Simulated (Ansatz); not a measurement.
The same group exchange along the group B, Al, Ga, In.

Gas-phase electronic energies from Ansatz, PBE0-D4/def2-TZVP geometries. CBS: MP2 limit from def2 TZ/QZ plus the TZ coupled-cluster correction, frozen cores. This one scheme is used for every species. Functionals use def2-TZVPP. def2 core potentials past Kr. For Ga, In outer-core shells are correlated without core-valence functions, which leaves a few kJ/mol of doubt a bond. Scalar relativity is left out up to krypton. Each species was taken in one conformer, which may not be the lowest.

| reaction | CCSD(T)/CBS(def2) (eV) |
| --- | --- |
| `C=CB(Cl)Cl` + SiH₄ → `[SiH3]B(Cl)Cl` + `C=C` | ? |
| `C=[CH][Al]([Cl])[Cl]` + SiH₄ → `[SiH3][Al]([Cl])[Cl]` + `C=C` | 0.04 |
| `C=[CH][Ga]([Cl])[Cl]` + SiH₄ → `[SiH3][Ga]([Cl])[Cl]` + `C=C` | -0.21 |
| `C=[CH][In]([Cl])[Cl]` + SiH₄ → `[SiH3][In]([Cl])[Cl]` + `C=C` | -0.51 |

Problem. Fill in the missing values. (An estimate is asked.)

Solution. Ansatz gave: `C=CB(Cl)Cl` + SiH₄ → `[SiH3]B(Cl)Cl` + `C=C`: +0.45 eV.

Largest T1 diagnostic: 0.013, for `[SiH3]B(Cl)Cl`.
